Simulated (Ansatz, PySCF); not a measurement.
The pair A = HCl (SMILES Cl) (first 2 atoms), B = CH6Si (SMILES C[SiH3]); geometry from B3LYP-D3(BJ)/def2-TZVP.
(charge 0, multiplicity 1):
```xyz
10

Cl    -0.5615    -0.6871    -0.5001
H     -0.1215    -0.2696     0.6359
C      0.3306     0.7965     5.0661
Si    -0.2189    -0.2530     3.6158
H      0.0753     1.8455     4.9069
H      1.4100     0.7272     5.2104
H     -0.1558     0.4657     5.9856
H     -1.6797    -0.1491     3.3946
H      0.1387    -1.6770     3.8106
H      0.4578     0.2124     2.3725
```

Frozen-core correlation. CBS: X⁻³ extrapolation of the correlation energy, Hartree–Fock from the larger set. MP2 and its Hartree–Fock in aug-cc-pV(T+d)Z are density fitted.

Run with Ansatz (Gaussian orbitals); PySCF for the dispersion terms. 

The monomers are drawn apart, rigid, along the line of their centres of mass. Counterpoise-corrected interaction energies (kcal/mol):

| level | R = 5.397 Å | R = 6.154 Å |
|---|---|---|
| PBE/def2-TZVPPD | -0.8115 | -0.3574 |
| PBE-D3(BJ)/def2-TZVPPD | -1.2159 | -0.5369 |
| wB97M-V/def2-TZVPPD | -0.8644 | -0.4143 |
| MP2/CBS(aug-cc-pV(D+d)Z, aug-cc-pV(T+d)Z) + ΔCCSD(T)/aug-cc-pV(D+d)Z | -0.9360 | -0.4270 |

### Question
R is the distance of the centres of mass. Find the local exponent m of E ∝ R⁻ᵐ between the two points.

### Answer

m = ln(E₁/E₂)/ln(R₂/R₁): PBE/def2-TZVPPD 6.2; PBE-D3(BJ)/def2-TZVPPD 6.2; wB97M-V/def2-TZVPPD 5.6; MP2/CBS(aug-cc-pV(D+d)Z, aug-cc-pV(T+d)Z) + ΔCCSD(T)/aug-cc-pV(D+d)Z 6.0. For scale, two fixed dipoles give m = 3, dipole and quadrupole 4, quadrupoles 5, and dispersion or dipole-induced dipole 6 at long range; at these distances several terms mix, and what is left of overlap and damping shifts m, so it need not match one of them.

Ansatz is a quantum-chemistry and plane-wave program.
